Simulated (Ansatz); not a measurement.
Stepwise reaction of `BS` with hydrogen fluoride, as a gas-phase model of exchange steps in deposition or etching. ΔE in kJ/mol; ΔG adds harmonic PBE0-D4 terms to CCSD(T)/CBS, at 1 bar.

Gas-phase electronic energies from Ansatz, PBE0-D4/def2-TZVP geometries. CBS: MP2 limit from def2 TZ/QZ plus the TZ coupled-cluster correction, frozen cores. This one scheme is used for every species. Functionals use def2-TZVPP. B3LYP here is the variant with VWN-RPA as its local correlation; programs differ in this. One conformer a species, not always the lowest.

| step | reaction | PBE-D4 | B3LYP-D4 | ωB97M-V | CCSD(T)/CBS | ΔG(600 K) |
| --- | --- | --- | --- | --- | --- | --- |
| 1 | `BS` + H–F → `FBS` + H₂ | -108.9 | -111.3 | -110.5 | -102.6 | -102.1 |
| 2 | `FBS` + H–F → `FB(F)S` + H₂ | -118.6 | -122.6 | -123.2 | -114.8 | -113.6 |

(1) By hand: ΔE of the 2 steps together at CCSD(T)/CBS.

Results:

(1) (-102.6) + (-114.8) = -217.4 kJ/mol, or -108.7 kJ/mol a step.

In ΔE each step is lower than the one before. All are downhill at CCSD(T)/CBS. ΔG lies between -113.6 and -102.1 kJ/mol a step. PBE-D4 differs from CCSD(T)/CBS by -6.3 to -3.8 kJ/mol a step. Isolated molecules leave out the surface, adducts and barriers. Largest T1 diagnostic: 0.015.
